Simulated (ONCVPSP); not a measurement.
Configuration tests for cobalt (ONCV)

* Element: Co (Z = 27)
* Generator: ONCVPSP 4.0.1
* Type: optimised norm-conserving Vanderbilt (ONCV)
* Functional: PBEsol
* Relativity: scalar-relativistic
* Frozen core: [Ne]
* Valence charge: 17
* Reference configuration: 3s2 3p6 3d7 4s1 (charge +1)
* Partial waves: 3s+4s: rc 1.42 bohr, ncon 4, nbas 7, qcut 10.6 1/bohr, 2 projectors; 3p: rc 0.88 bohr, ncon 4, nbas 9, qcut 9.1 1/bohr, 3 projectors, debl 1.3 Ha; 3d: rc 0.88 bohr, ncon 3, nbas 7, qcut 16.6 1/bohr, 1 projector; f scattering state at 0.05 Ha: rc 1.18 bohr, ncon 4, nbas 9, qcut 9.6 1/bohr, 2 projectors, debl 2.6 Ha
* Local potential: polynomial inside 0.58 bohr (lpopt 5, dvloc0 2 Ha)
* Core correction: none

In the p channel the program set the typed energies aside and used -2.732, 0.250, 1.550 Ha.

Energies are relative to the spin-unpolarised reference configuration 3s2 3p6 3d7 4s1; without spin polarisation the order of configurations can differ from experiment.

| valence configuration | charge | ΔE all-electron (eV) | error AE − PS (meV) |
| --- | --- | --- | --- |
| 3s2 3p6 3d6 4s0 | +3 | 52.535 | -5.4 |
| 3s2 3p6 3d6 4s2 4p1 | 0 | 0.645 | +9.9 |

What are ΔE and the potential's error for 3s2 3p6 3d7 4s2?

ΔE = -9.046 eV all-electron; the error (AE − PS) is +1.3 meV.

What are ΔE and the potential's error for 3s2 3p6 3d7 4s0?

ΔE = 16.698 eV all-electron; the error (AE − PS) is -0.3 meV.

Levels in the configuration 3s2 3p6 3d7 4s2:

| level | all-electron (eV) | pseudo (eV) |
| --- | --- | --- |
| 3s | -102.138 | -102.150 |
| 3p | -65.511 | -65.516 |
| 3d | -8.230 | -8.228 |
| 4s | -5.489 | -5.490 |
